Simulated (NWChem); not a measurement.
System: SeO, triplet; SMILES O=[Se]

Input file for NWChem:

```
start job
memory heap 200 mb stack 900 mb global 1100 mb
geometry units angstroms noautosym nocenter noautoz
  O      0.000000     0.000000    -1.317428
  Se     0.000000     0.000000     0.324451
end
basis spherical
  O library def2-svpd
  Se library def2-svpd
end
dft
  odft
  mult 3
  xc xpbe96 cpbe96
  iterations 150
end
tddft
  cis
  nroots 8
end
task tddft energy
```

Structure relaxed at the PBE0/def2-SVP, spin-unrestricted level. No stability test was run on the SCF state.

Vertical excitations in the gas phase. Excited states of an open shell can be spin-contaminated.

Problem. Predict the main results of this run. (PBE/def2-SVPD, spin-unrestricted, TDA.) Quantities: lowest excitation (eV); oscillator strength of that lowest state; lowest empty minus highest occupied level, either spin (eV).

Solution. 
```json
{
  "lowest excitation (eV)": "4.10",
  "oscillator_strength_of_that_lowest_state": "0.000",
  "lowest empty minus highest occupied level, either spin (eV)": "1.49"
}
```
